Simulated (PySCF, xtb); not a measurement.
AlCl₂H₃O₂Si, SMILES [OH][Al]([OH])[SiH](Cl)Cl.

xtb 6.7.1 with GFN2-xTB at its own geometry gives an orbital gap of 4.01 eV and a dipole moment of 3.34 D.

Geometry: B3LYP-D3(BJ)/def2-SVP. The structure was generated by enumeration; whether it is a known compound was not checked. Other conformers were not sampled.

Q: What does PBE/def2-TZVP run with PySCF give? (The exact figures need the calculation; the answer reports its results.)

A: gap 4.58 eV (levels -6.76 and -2.18 eV), dipole 1.64 D.
